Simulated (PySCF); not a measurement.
Compound: C6H4F2.
Geometry (PBE0-D3(BJ)/def2-TZVP, Å), atoms numbered from 1 in this order:
```
atom  x, y, z in Å
F1    -2.0162   -0.1115    1.7903
C2    -1.0151   -0.0576    0.9022
C3    -0.2705   -1.1960    0.6620
C4     0.7661   -1.1394   -0.2572
C5     1.0212    0.0539   -0.9047
F6     2.0227    0.1065   -1.7925
C7     0.2771    1.1927   -0.6655
C8    -0.7588    1.1352    0.2544
H9    -0.5038   -2.1114    1.1907
H10    1.3735   -2.0088   -0.4744
H11    0.5098    2.1080   -1.1948
H12   -1.3662    2.0046    0.4714
```

Computed with PySCF at wB97X-D/pcSseg-2, non-relativistic, on one gas-phase PBE0-D3(BJ)/def2-TZVP geometry that isn't relaxed in the solvent. The solvent is an IEF-PCM continuum (cavity from Bondi-type radii × 1.2). Only the electrostatic response of the medium enters.

Gas phase at wB97X-D/pcSseg-2: HOMO -8.95 eV, LUMO 0.87 eV, dipole 0.00 D.

Problem. What does the continuum do to the energy, the frontier levels and the dipole at wB97X-D/pcSseg-2 in chloroform?

Solution. 
| solvent | ε | E(solvent) − E(gas) (kJ/mol) | polarisation term (kJ/mol) | distortion of the solute (kJ/mol) | HOMO (eV) | LUMO (eV) | dipole (D) |
| --- | --- | --- | --- | --- | --- | --- | --- |
| chloroform | 4.711 | -10.22 | -11.10 | 0.88 | -8.88 | 1.00 | 0.00 |

The polarisation term is half the interaction of the solute with the surface charges that it induces; the rest is the cost of distorting the solute's density. The sum is the electrostatic part of solvation alone. Charge and dipole vanish, so a point-dipole model would give no lowering at all.

Note: wB97X-D ran without an empirical dispersion term, which enters the total energy and its gradient alone.
